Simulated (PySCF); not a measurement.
# Fine-structure interval of Bi⁴⁸⁺ by level of theory

Bi⁴⁸⁺ [Ar] 3d10 4s2 4p5 [4p1/2^2 4p3/2^3, M_J = 3/2] → Bi⁴⁸⁺ [Ar] 3d10 4s2 4p5 [4p1/2^1 4p3/2^4, M_J = 1/2], as a difference of total energies. All numbers are calculated (PySCF 2.14, the two-component X2C-1e Hamiltonian, in an even-tempered Gaussian basis (16 s from 6.8 bohr⁻², ratio 2.8; 14 p from 8.9 bohr⁻², ratio 2.8; 8 d from 16 bohr⁻², ratio 2.8; 4 f from 41 bohr⁻², ratio 3)). Correlated levels: [Ne] frozen; the 78 highest virtual spinors dropped. "Screened" scales the spin-orbit matrix elements by Boettger's factors to mimic the two-electron term; Breit and QED terms are absent.

```
                    method  fine-structure interval (cm⁻¹)
 GHF (screened spin-orbit)                         1403400
GMP2 (screened spin-orbit)                         1402700
     GHF (bare spin-orbit)                         1443300
```
